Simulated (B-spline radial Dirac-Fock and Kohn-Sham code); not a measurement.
**L-shell conversion coefficients of Gd against transition energy**

Method: a Dirac-Hartree-Slater potential of the neutral atom with a Latter tail (no hole, which puts coefficients of high multipoles low close above an edge), finite nucleus with surface currents. Computed with a radial atomic solver. Subshells within 1 keV of threshold and pair formation are left out.

| energy (keV) | E5 | M1 | M2 | M3 | M4 | M5 |
| --- | --- | --- | --- | --- | --- | --- |
| 13 | 9.23e+09 | 103 | 36500 | 1.39e+07 | 1.75e+09 | 9.73e+10 |
| 18.9 | 1.08e+09 | 33.6 | 6190 | 1.21e+06 | 1.06e+08 | 5.48e+09 |
| 20 | 7.48e+08 | 28.4 | 4750 | 841000 | 6.96e+07 | 3.51e+09 |
| 21 | 5.44e+08 | 24.5 | 3780 | 615000 | 4.85e+07 | 2.39e+09 |
| 23 | 2.97e+08 | 18.7 | 2470 | 345000 | 2.48e+07 | 1.16e+09 |
| 30.5 | 4.23e+07 | 8.08 | 672 | 58700 | 3.16e+06 | 1.24e+08 |
| 45.7 | 2.31e+06 | 2.44 | 109 | 5040 | 177000 | 5.12e+06 |
| 50 | 1.20e+06 | 1.87 | 73.0 | 2960 | 94800 | 2.53e+06 |
| 53.5 | 730000 | 1.54 | 54.3 | 1990 | 59300 | 1.50e+06 |
| 55.2 | 580000 | 1.40 | 47.3 | 1660 | 47800 | 1.18e+06 |
| 68.7 | 116000 | 0.738 | 18.4 | 474 | 10800 | 219000 |
| 100 | 7280 | 0.248 | 3.83 | 60.1 | 916 | 13100 |
| 101 | 6770 | 0.241 | 3.68 | 57.0 | 859 | 12200 |
| 104 | 5460 | 0.222 | 3.26 | 48.8 | 713 | 9850 |
| 128 | 1200 | 0.122 | 1.41 | 16.5 | 193 | 2200 |
| 159 | 250 | 0.0663 | 0.606 | 5.53 | 51.7 | 479 |
| 200 | 49.3 | 0.0349 | 0.254 | 1.82 | 13.5 | 101 |
| 214 | 30.8 | 0.0290 | 0.198 | 1.32 | 9.21 | 64.6 |
| 305 | 2.83 | 0.0110 | 0.0559 | 0.269 | 1.34 | 6.82 |
| 381 | 0.688 | 0.00610 | 0.0263 | 0.105 | 0.432 | 1.82 |
| 430 | 0.331 | 0.00444 | 0.0177 | 0.0643 | 0.240 | 0.915 |
| 500 | 0.138 | 0.00301 | 0.0109 | 0.0356 | 0.118 | 0.401 |
| 722 | 0.0203 | 0.00118 | 0.00357 | 0.00928 | 0.0240 | 0.0626 |
| 772 | 0.0148 | 0.00100 | 0.00293 | 0.00737 | 0.0183 | 0.0457 |
| 1000 | 0.00484 | 0.000532 | 0.00141 | 0.00314 | 0.00676 | 0.0145 |
| 1050 | 0.00399 | 0.000472 | 0.00124 | 0.00269 | 0.00566 | 0.0119 |
| 1780 | 0.000658 | 0.000136 | 0.000314 | 0.000572 | 0.000981 | 0.00164 |
| 1930 | 0.000519 | 0.000113 | 0.000257 | 0.000460 | 0.000769 | 0.00125 |
| 2000 | 0.000469 | 0.000104 | 0.000236 | 0.000418 | 0.000693 | 0.00112 |

Question: How fast do they fall between 1780 and 2000 keV?

Answer: As powers of the energy: E5 E^-2.91, M1 E^-2.29, M2 E^-2.46, M3 E^-2.70, M4 E^-2.99, M5 E^-3.31. Within one type (E or M) the higher multipoles fall faster.
